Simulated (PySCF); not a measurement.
C4H11B, SMILES BCC(C)C at its GFN2-xTB optimised geometry (Å):

```
16

B     -0.4261    -1.8592     1.2457
C     -0.6744    -0.3125     1.2136
C     -0.1473     0.4636     0.0000
C      1.3794     0.4636     0.0000
C     -0.6736     1.8980     0.0000
H     -0.1230    -2.4465     0.2807
H     -0.5962    -2.4450     2.2444
H     -1.7655    -0.1954     1.2520
H     -0.3149     0.1758     2.1243
H     -0.4948    -0.0337    -0.9120
H      1.7585    -0.5557    -0.0044
H      1.7655     0.9820    -0.8754
H      1.7577     0.9651     0.8892
H     -1.7611     1.9113    -0.0395
H     -0.3570     2.4184     0.9023
H     -0.2948     2.4465    -0.8602
```

Level of theory: CAM-B3LYP/def2-TZVP run with PySCF. Cells within 0.4 Å of a nucleus heavier than hydrogen are left out (blank, or x).

Map of the log10 of the electron density (e/bohr³), floored at −4 on the plane z = 0.0 Å:

```
|00000000000000000000000000000|
|00000000000111100000000000000|
|00000000112223221000000000000|
|00000011233444432100000000000|
|00000123445555543210000000000|
|00001234566777654321100000000|
|00001345677888765322211000000|
|000023578999x9875433332100000|
|00002457999xxx875555543210000|
|000023578999x9876666654320000|
|00001346778899887788765421000|
|00001234567899988899876431000|
|0000012345689xx999xx976431000|
|0000012345689xx999xx976431000|
|00000123456789988999976431000|
|00000123456788877899986431000|
|00000123445677666789976421000|
|00000012345566555677765320000|
|00000012334556554556654310000|
|00000001234566665444433200000|
|00000001234677765433321000000|
|00000001235678876432110000000|
|00000000234678876432000000000|
|00000000134567765421000000000|
|00000000123455554320000000000|
|00000000012344443210000000000|
|00000000001223322100000000000|
|00000000000011110000000000000|
|00000000000000000000000000000|
```
Scale: ten equal steps from -4.00 (start of '0') to -0.474 (end of '9'), in the order '0123456789'; x runs from -4.50 to 4.50, y from -4.50 (bottom) to 4.50 (top).
